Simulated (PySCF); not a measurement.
## Electron correlation in Ir(65+) (iridium, charge +65)

Starting occupation: [Ne] 3s2. Calculation: PySCF 2.14, in an uncontracted even-tempered set (17 s from 7.7 bohr⁻², ratio 2.6; 14 p from 10 bohr⁻², ratio 2.6; 6 d from 10 bohr⁻², ratio 2.8; 4 f from 140 bohr⁻², ratio 2.8); X2C-1e with screened-nucleus spin-orbit coupling, Gaussian nucleus. Frozen: 1s2; 10 electrons correlated; the 50 highest virtual spinors left out.

MP2 pair energies summed by pair of shells (mhartree):

| pair | energy | share (%) |
| --- | --- | --- |
| 3s1/2-3s1/2 | -118.74 | 23.4 |
| 2p1/2-2p3/2 | -105.51 | 20.8 |
| 2p3/2-2p3/2 | -99.22 | 19.6 |
| 2p3/2-3s1/2 | -47.97 | 9.5 |
| 2p3/2-2s1/2 | -44.23 | 8.7 |
| 2p1/2-2p1/2 | -25.11 | 5.0 |
| 2p1/2-2s1/2 | -24.12 | 4.8 |
| 2p1/2-3s1/2 | -20.20 | 4.0 |
| 2s1/2-2s1/2 | -12.03 | 2.4 |
| 2s1/2-3s1/2 | -10.07 | 2.0 |

Total MP2 correlation energy: -507.23 mhartree.

The virtual space was cut to 56 spinors, which keep -445.97 of the -507.23 mhartree of MP2 correlation.

```
level  correlation energy (mhartree)
 CCSD                        -479.18
```

Diagnostics: T1 = 8.3e-05, largest double amplitude 0.080.

Cost of the coupled-cluster step: about 30 core-seconds, for 10 occupied and 56 virtual spinors.

Iterations:

```
Init t2, MP2 energy = -0.445971939182675
CCSD nocc = 10, nmo = 66
Init t2, MP2 energy = -0.445971939182675
Init E_corr(GCCSD) = -0.445971939182675
cycle = 1  E_corr(GCCSD) = -0.468314968792266  dE = -0.0223430296  norm(t1,t2) = 0.0176492
cycle = 2  E_corr(GCCSD) = -0.475139619468341  dE = -0.00682465068  norm(t1,t2) = 0.00669934
cycle = 3  E_corr(GCCSD) = -0.479204252485151  dE = -0.00406463302  norm(t1,t2) = 0.00261213
cycle = 4  E_corr(GCCSD) = -0.479182082335255  dE = 2.21701499e-05  norm(t1,t2) = 2.7398e-05
cycle = 5  E_corr(GCCSD) = -0.479182556826135  dE = -4.7449088e-07  norm(t1,t2) = 6.54244e-07
cycle = 6  E_corr(GCCSD) = -0.479182514919292  dE = 4.1906843e-08  norm(t1,t2) = 4.31012e-08
cycle = 7  E_corr(GCCSD) = -0.479182503315288  dE = 1.16040041e-08  norm(t1,t2) = 1.87016e-08
cycle = 8  E_corr(GCCSD) = -0.479182482828572  dE = 2.04867158e-08  norm(t1,t2) = 1.19449e-08
cycle = 9  E_corr(GCCSD) = -0.479182493132648  dE = -1.03040763e-08  norm(t1,t2) = 3.64494e-10
cycle = 10  E_corr(GCCSD) = -0.479182492022692  dE = 1.10995618e-09  norm(t1,t2) = 6.06353e-09
GCCSD converged
E(GCCSD) = -12665.40539130408  E_corr = -0.4791824920226921
```

The coupled-cluster values are those of the cut space; adding the MP2 remainder, -61.26 mhartree, estimates the full space.

At this charge the one-electron X2C treatment keeps the bare 1/r₁₂, with no two-electron picture change or Breit term. The effect here is smaller than on the frozen 1s shell.
